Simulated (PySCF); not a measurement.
CeSi: frontier orbitals

B2PLYP at R = 2.544 Å; Ce x2c-SVPall, Si x2c-SVPall; spin-free X2C with a Gaussian nucleus (PySCF 2.14). State: quintet, about 1.1 electrons in the 4f shell (Mulliken), real f orbitals that mix terms. Only the outer orbitals are listed, counted within each symmetry.

| spin | orbital | occ. | ε (eV) | on Ce (%) | main shells (%) |
| --- | --- | --- | --- | --- | --- |
| α | 15σ | 1 | -12.79 | 17 | 83 Si s |
| α | 3δ | 1 | -9.70 | 100 | 100 Ce f |
| α | 16σ | 1 | -6.00 | 35 | 59 Si p, 26 Ce d |
| α | 8π | 1 | -5.88 | 41 | 58 Si p, 35 Ce d |
| α | 8π | 1 | -5.24 | 52 | 47 Ce d, 47 Si p |
| α | 17σ | 1 | -4.54 | 98 | 69 Ce s, 22 Ce d |
| α | 3δ | 0 | -0.66 | 97 | 78 Ce d, 12 Ce p |
| α | 4δ | 0 | -0.65 | 100 | 100 Ce d |
| α | 9π | 0 | -0.61 | 92 | 55 Ce p, 36 Ce d, 8 Si p |
| β | 14σ | 1 | -25.29 | 98 | 98 Ce p |
| β | 15σ | 1 | -10.77 | 14 | 86 Si s |
| β | 8π | 1 | -4.78 | 42 | 58 Si p, 36 Ce d |
| β | 16σ | 0 | -1.44 | 86 | 71 Ce s, 14 Ce p, 13 Si p |
| β | 8π | 0 | -0.99 | 54 | 51 Ce d, 46 Si p |
| β | 17σ | 0 | -0.67 | 70 | 56 Ce d, 25 Si p, 12 Ce s |

Problem. Which are the highest filled and the lowest empty level, where do they sit, and how wide is the gap?

Solution. Highest filled α 17σ at -4.54 eV (in %: 69 Ce s, 22 Ce d); lowest empty β 16σ at -1.44 eV (in %: 71 Ce s, 14 Ce p, 13 Si p); the gap at B2PLYP is 3.10 eV.

```
bond order (Mayer)                               : 2.31
⟨S²⟩                                             : 6.022
charge on Ce (Mulliken, basis-dependent)         : 0.07
charge on Ce (Löwdin, basis-dependent)           : -0.20
dipole moment (positive dipole means Ce(−)Si(+)) : -4.78 D
```

Correlated steps freeze 23 core orbitals. Spin–orbit coupling is left out. B2PLYP dipoles, levels and charges come from its SCF part alone. The state is the lowest single determinant that the PBE0 search found; with open d or f shells the true ground state can be another one.
